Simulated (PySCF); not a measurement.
## ¹⁷O chemical shifts

PySCF 2.14.0 with density-fitted response routines calculation with σ from GIAO-PBE0/pcSseg-1 and GFN2-xTB geometry; single conformer, non-relativistic Hamiltonian, no solvent model, fast rotation and ring inversion assumed for equivalent nuclei.

Shieldings were converted by a linear fit to measured shifts: ¹⁷O (scatter 10.7 ppm rms, 12.2 ppm with the 3 outliers that the fit left out vs liquid water, solution or neat liquid). A few per cent of atoms miss by over 2 rms, more outside the fitted compound classes.

**Question.** Give the ¹⁷O shifts of `O=C[SiH2][SiH3]`, `CC1=C[P@]1(=O)C(C)(C)C`, `CC#CP(=O)(CC)CC`, `COc1conc1F`, `COc1conc1F`.

**Answer.** 
```
                                     compound               environment  δ (ppm)
                              O=C[SiH2][SiH3]           carbonyl oxygen    823.7
                       CC1=C[P@]1(=O)C(C)(C)C                P=O oxygen     41.5
                              CC#CP(=O)(CC)CC                P=O oxygen     53.7
[CH3:1][O:2][c:3]1[cH:4][o:5][n:6][c:7]1[F:8]  O5: aromatic ring oxygen    244.3
[CH3:1][O:2][c:3]1[cH:4][o:5][n:6][c:7]1[F:8]          O2: ether oxygen     16.9
[CH3:1][O:2][c:3]1[cH:4][o:5][n:6][c:7]1[F:8]  O5: aromatic ring oxygen    244.3
[CH3:1][O:2][c:3]1[cH:4][o:5][n:6][c:7]1[F:8]          O2: ether oxygen     16.9
```

**Question.** Match the shifts 823.7, 200.7, 52.5, 8.6 ppm to `O=C[SiH2][SiH3]`, `C=C[C@@H]1CC[C@H](C)[P@H]1=O`, `C/C=C\P1CCOCC1`, `C=C(CC)[SiH2]OC(C)=S`.

**Answer.** 823.7: O=C[SiH2][SiH3] (carbonyl oxygen); 200.7: C=C(CC)[SiH2]OC(C)=S (oxygen bonded to C, Si); 52.5: C=C[C@@H]1CC[C@H](C)[P@H]1=O (P=O oxygen); 8.6: C/C=C\P1CCOCC1 (ether oxygen).
